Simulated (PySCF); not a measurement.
# A search over the determinants of SnCl⁺

Unrestricted PBE0; Sn cc-pVDZ-PP with ECP28, Cl cc-pV(D+d)Z; scalar-relativistic core potentials (PySCF 2.14). Outer shells of the fragments: Sn+ 4d10 5s2 5p1; Cl 3s2 3p5.

Followed along the bond (rough minima from three points):

| 2Ms+1 | unpaired | ⟨S²⟩ at the start | R at minimum (Å) | Te (eV) |
| --- | --- | --- | --- | --- |
| 1 | none | 0.00 | 2.29 | 0.00 |
| 3 | σ ↑, π ↑ | 2.01 | 2.45 | 3.80 |

Solutions found at the starting distance of 2.420 Å, counted from the lowest of them; the search is not exhaustive and high or unbound solutions are not listed, so other states can lie among these:

```csv
2Ms+1,unpaired,term,E (eV),⟨S²⟩,⟨Lz²⟩,μ (D)
1,none,¹Σ⁺,0.00,0.00,0.00,-3.68
3,"σ ↑, π ↑",³Π,3.67,2.01,1.00,-1.69
3,π ↑↑,mixed,3.89,2.01,2.01,1.45
3,π ↑↑,mixed,4.03,2.01,2.01,1.44
1,π ↑↓,mixed,4.04,1.01,2.01,1.43
3,σ ↑↑,³Σ⁺,5.75,2.00,0.00,-1.15
3,"σ ↑, π ↑",³Π,6.00,2.00,1.01,1.46
```

A term symbol is given only where ⟨S²⟩ and ⟨Lz²⟩ are close to those of a pure state; real π, δ and φ orbitals otherwise mix terms. A positive dipole points towards Cl; it is taken about the centre of mass and depends on that origin.

**Question.** Compare the gap between the two lowest followed solutions at the starting distance with the gap between their minima.

**Answer.** At PBE0 the second solution (triplet, unpaired electrons σ ↑, π ↑) lies +3.67 eV from the first (singlet, closed shell) at 2.420 Å and +3.80 eV at the minima; the two curves relax by different amounts, since their minima lie near 2.45 and 2.29 Å.

Spin–orbit coupling is left out. Counting both spins, an empty level lies below a filled one in some of these solutions, because spin and occupation are held.
